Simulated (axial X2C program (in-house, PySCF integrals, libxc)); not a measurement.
**Curves of CrBr⁺ from open-shell CI on d4 s0 p(π)0**

Calculated with an in-house all-electron X2C program for linear molecules (integrals from PySCF): two-component X2C with atomic mean-field Coulomb and Gaunt terms, basis Cr dyall-v2z, Br dyall-v2z (cores contracted in-house). Orbitals come from Hartree–Fock averaged over the configuration Cr d4 s0 p(π)0; CI then distributes these electrons over the d, s, p(π) shells of Cr.

Scan along the bond; masses Cr 51.941 u, Br 78.918 u. Energies in cm⁻¹ from the lowest point; levels are followed by energy order within each Ω. Lowest level at 2.326 Å: 100% d4.

```json
{"R (Å)": "2.163", "(1)Ω=0": "2366", "(1)Ω=1": "2370", "(1)Ω=2": "2383", "(2)Ω=1": "3735", "(2)Ω=0": "3836", "(3)Ω=0": "3852", "(3)Ω=1": "3954"}
{"R (Å)": "2.245", "(1)Ω=0": "595", "(1)Ω=1": "599", "(1)Ω=2": "612", "(2)Ω=1": "2116", "(2)Ω=0": "2210", "(3)Ω=0": "2226", "(3)Ω=1": "2321"}
{"R (Å)": "2.326", "(1)Ω=0": "0", "(1)Ω=1": "4", "(1)Ω=2": "17", "(2)Ω=1": "1585", "(2)Ω=0": "1672", "(3)Ω=0": "1688", "(3)Ω=1": "1776"}
{"R (Å)": "2.419", "(1)Ω=0": "349", "(1)Ω=1": "353", "(1)Ω=2": "367", "(2)Ω=1": "1938", "(2)Ω=0": "2017", "(3)Ω=0": "2035", "(3)Ω=1": "2115"}
{"R (Å)": "2.512", "(1)Ω=0": "1480", "(1)Ω=1": "1485", "(1)Ω=2": "1499", "(2)Ω=1": "3027", "(2)Ω=0": "3099", "(3)Ω=0": "3119", "(3)Ω=1": "3192"}
{"R (Å)": "2.617", "(1)Ω=0": "3390", "(1)Ω=1": "3395", "(1)Ω=2": "3410", "(2)Ω=1": "4858", "(2)Ω=0": "4922", "(3)Ω=0": "4944", "(3)Ω=1": "5010"}
{"R (Å)": "2.745", "(1)Ω=0": "6272", "(1)Ω=1": "6277", "(1)Ω=2": "6295", "(2)Ω=1": "7619", "(2)Ω=0": "7675", "(3)Ω=0": "7701", "(3)Ω=1": "7759"}
```

Question: Fit the curves (1)Ω=0, (1)Ω=1, (1)Ω=2, (2)Ω=1, (2)Ω=0, (3)Ω=0, (3)Ω=1 near their minima.

Answer: From the open-shell CI curves, Te from the lowest:

```tsv
level	Te (cm⁻¹)	Re (Å)	ωe (cm⁻¹)
(1)Ω=0	0	2.339	363.1
(1)Ω=1	4	2.339	363.1
(1)Ω=2	17	2.339	363.2
(2)Ω=1	1589	2.336	352.5
(2)Ω=0	1675	2.337	352.1
(3)Ω=0	1691	2.337	352.3
(3)Ω=1	1778	2.337	351.9
```

Without dynamic correlation distances can be off by several hundredths of an Å (long for ionic bonds, short for multiple bonds) and the wavenumbers are rough.

The 7 lowest curves are shown; the next is (2)Ω=2, from 1873 cm⁻¹.

There is no dynamic correlation: spin–orbit spacings and, for f shells, spacings inside one term are the most reliable numbers, splittings between terms come out too wide, and energies between configurations are not reliable, so the lowest level need not be the ground state of the molecule. For d shells the ligand-field splittings (σ, π, δ) and their order can be off by a thousand cm⁻¹ or more. At most 4 roots were kept for each Ω > 0 (twice that for Ω = 0) within 3.2 eV of the lowest, so higher up levels can be missing between those listed; levels with Ω > 0 are doubly degenerate and listed once, Ω = 0 levels singly. States that fill the shells left empty in the average are placed too high.
